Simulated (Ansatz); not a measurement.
System: SiH$_{2}$F$_{2}$, net charge 0, singlet state. SMILES: F[SiH2]F
Geometry: optimised at B3LYP-D3(BJ)/def2-TZVP (Ansatz, an electronic-structure program).

B3LYP/6-311+G** beside other levels, property by property. Set-up: 6-311+G** with 5d, 6d on Na to Ar in Ansatz; atomisation electronic, to ground-state atoms; non-relativistic; spin-orbit terms left out; UHF or UKS for open shells; frozen cores in correlated levels; 6-31G* and kin with 6d, 5d where marked; each state is the SCF solution reached for its charge and spin; no dispersion term unless named. Basis-set limits of correlation are two-point, X^-3; Hartree-Fock from the larger set. [CCSD(T)-MP2]/basis is that difference in the basis named. First-principles rows: single points at B3LYP-D3(BJ) geometries (Ansatz), with unscaled harmonic terms from B3LYP/6-31G* at its own minima, enthalpies of formation by atomisation with measured atoms.

Coupled cluster (Ansatz) is a level with limits of its own, used here on species with T1 under 0.025 (0.045 for open shells) and stable references: (a) RI-MP2/CBS(aug-cc-pV(T+d)Z,aug-cc-pV(Q+d)Z)+[CCSD(T)-MP2]/aug-cc-pV(T+d)Z; (b) CCSD(T)/CBS(cc-pV(T+d)Z,cc-pV(Q+d)Z).

```
property                                        B3LYP/6-311+G** (Ansatz)  HF/6-31G* (Ansatz)  MP2/6-31G* (Ansatz)  B3LYP/def2-TZVPD (Ansatz)             to compare with
----------------------------------------------  ------------------------  ------------------  -------------------  -------------------------  --------------------------
vertical ionisation energy to the doublet (eV)                     12.79               12.76                12.67                      12.69   13.18 coupled cluster (a)
atomisation energy (kcal/mol)                                      419.7               328.4                415.6                      436.7   447.9 coupled cluster (b)
enthalpy of formation at 298 K (kcal/mol)                         -160.3               -69.0               -156.2                     -177.3  -188.5 coupled cluster (b)
```

As the rows show:
- vertical ionisation energy to the doublet: B3LYP/6-311+G** lies 0.39 eV below coupled cluster.
- atomisation energy: B3LYP/6-311+G** lies 28.2 kcal/mol below coupled cluster.
- enthalpy of formation at 298 K: B3LYP/6-311+G** lies 28.2 kcal/mol above coupled cluster.

The properties are those with a value to compare with, at most eight drawn at random. No case is left out for the size of its miss. Left out are saddle points of the reference geometry, anions that the best level run finds unbound, excited spin states, species near biochemistry, cases with under five habitual levels, runs that failed or whose electronic state is in doubt, and table entries that another table contradicts.
